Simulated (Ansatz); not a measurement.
Si2H8SO, singlet: at the end structure of a reaction step.

Input (in.yaml):

```yaml
crystal:
  periodic: [false, false, false]
  atoms:
    - {symbol: Si, position_ang: [0.941223, 1.143409, 0.533968]}
    - {symbol: H, position_ang: [0.860703, -1.463763, -2.224463]}
    - {symbol: O, position_ang: [-0.643380, 0.874868, 0.277047]}
    - {symbol: Si, position_ang: [-1.797894, -0.148786, -0.275656]}
    - {symbol: H, position_ang: [1.036807, 2.266144, 1.492796]}
    - {symbol: H, position_ang: [1.633025, 1.446759, -0.740567]}
    - {symbol: H, position_ang: [1.071626, -1.713557, -1.552789]}
    - {symbol: S, position_ang: [1.968694, -0.561250, 1.296556]}
    - {symbol: H, position_ang: [-1.547091, -1.526020, 0.218563]}
    - {symbol: H, position_ang: [-1.806049, -0.149624, -1.760646]}
    - {symbol: H, position_ang: [-3.106681, 0.334087, 0.227477]}
    - {symbol: H, position_ang: [1.389015, -0.502367, 2.507615]}
basis:
  gaussian: {orbitals: STO-3G}
hamiltonian: {xc: hf}
```

Command:

```bash
ansatz run in.yaml --threads 4 --pin off --events-out ev --progress --plain --max-ram 9574MiB
```

Output of Ansatz 0.2.0:

```
Functional definition: HF
  name "HF"
  cite "Fock, Z. Phys. 61, 126 (1930) doi:10.1007/BF01340294"
  parent pbe
  exchange = exact_x
  correlation = 0
467 factors; integrals over basis functions are off by at most 3.5e-5 eV
mean field evaluation 1: about -28376.1647 eV, gradient 2.3e1 eV
mean field evaluation 2: about -28376.2213 eV, gradient 2.4e1 eV
mean field evaluation 4: about -28378.3547 eV, gradient 1.3e0 eV
mean field evaluation 8: about -28378.3629 eV, gradient 1.6e-5 eV
mean field -28378.36293433 eV, -1042.8856022914 hartree, gradient 6.3e-5 eV, S^2 0.000000; 0 other end points of the search recorded, 0 dependent functions left out
reference -28378.36293433 eV, -1042.8856022914 hartree; 30, 30 occupied and 10, 10 virtual orbitals, 467 factors
Total energy: -28378.36293433 eV, -1042.8856022914 hartree
```

The lines “mean field evaluation” count trial sets of orbitals through the whole run, from several starts and some on an approximate energy, so they need not fall steadily or lie above the final value.

Hardware: 4 CPU threads of an Arm Neoverse V2, shared host. Wall time about 0.1 s.
